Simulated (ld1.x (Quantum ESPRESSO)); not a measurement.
# What one change does to a pseudopotential (Ir, RRKJ)

- Element: Ir
- Generator: ld1.x (Quantum ESPRESSO) 7.5
- Type: norm-conserving RRKJ (Kleinman–Bylander form)
- Functional: PBEsol
- Relativity: fully relativistic
- Frozen core: [Xe] 4f14
- Valence charge: 9
- Reference configuration: 5d7 6s2 6p0
- Partial waves: 6p (bound, empty): rc 3.75 bohr; 5d (bound): rc 2.15 bohr; 6s (bound): rc 2.20 bohr
- Local potential: the s channel
- Core correction: a·sin(br)/r model core inside 2.15 bohr
- rho0: 0.01

Open shells are filled in proportion to 2j + 1 (rel_dist='average').

All-electron outer shells of the reference configuration (PBEsol, scalar-relativistic, ld1.x):

```json
{"shell": "4f", "level (eV)": "-62.24", "outermost node (bohr)": "–", "outermost maximum (bohr)": "0.39"}
{"shell": "5p", "level (eV)": "-54.72", "outermost node (bohr)": "0.54", "outermost maximum (bohr)": "1.01"}
{"shell": "5d", "level (eV)": "-7.18", "outermost node (bohr)": "0.59", "outermost maximum (bohr)": "1.31"}
{"shell": "6s", "level (eV)": "-6.37", "outermost node (bohr)": "1.17", "outermost maximum (bohr)": "2.38"}
{"shell": "6p", "level (eV)": "-1.18", "outermost node (bohr)": "1.39", "outermost maximum (bohr)": "3.43"}
```

Change: core correction a·sin(br)/r model core inside 1.08 bohr.

Cutoffs: the cutoffs (Ry, on a coarse ladder) from which the occupation-weighted sum of valence levels, in a spherical-Bessel basis at the reference potential, stays within 10 and 1 mRy of its value at 400 Ry; they do not see the model core or the augmentation charge, which bear on the density cutoff. Errors are all-electron minus pseudo energies relative to the spin-unpolarised reference configuration.

**Question.** Predict the effect on cutoff, ghosts and configuration errors.

**Answer.** The potential gets neither clearly harder nor softer (35 Ry and 40 Ry → 35 Ry and 40 Ry); of the 7 tests that both files solve, the error grows in 2 and shrinks in 0 by more than 15 % and 0.3 meV (median size 42.2 → 43.6 meV); neither file shows a bound ghost. A model core, the more so a compact one, raises the density cutoff, which this test does not measure.

| quantity | base | changed |
| --- | --- | --- |
| cutoff, loose | 35 Ry | 35 Ry |
| cutoff, tight | 40 Ry | 40 Ry |
| bound ghosts | none | none |
| error for 5d7 6s1 6p0, meV [ΔE 9.94 eV] | -6.8 | -7.5 |
| error for 5d7 6s0 6p0, meV [ΔE 27.44 eV] | -42 | -44 |
| error for 5d6 6s0 6p0, meV [ΔE 58.01 eV] | -162 | -150 |
| error for 5d8 6s1 6p0, meV [ΔE -0.33 eV] | -47 | -62 |
| error for 5d7 6s0 6p2, meV [ΔE 10.99 eV] | -19 | -18 |
| error for 5d7 6s0 6p1, meV [ΔE 16.41 eV] | -20 | -20 |
| error for 5d8 6s0 6p0, meV [ΔE 8.68 eV] | -82 | -114 |
| s: phases at 4.05 bohr within 0.05 rad from the reference energy up to (Ry; the scan ends near 5) | 0.9 | 0.9 |
| p1/2: phases at 4.05 bohr within 0.05 rad from the reference energy up to (Ry; the scan ends near 5) | 1.4 | 1.4 |
| p3/2: phases at 4.05 bohr within 0.05 rad from the reference energy up to (Ry; the scan ends near 5) | 1.6 | 1.6 |
| d3/2: phases at 4.05 bohr within 0.05 rad from the reference energy up to (Ry; the scan ends near 5) | 0.5 | 0.5 |
| d5/2: phases at 4.05 bohr within 0.05 rad from the reference energy up to (Ry; the scan ends near 5) | 0.5 | 0.5 |
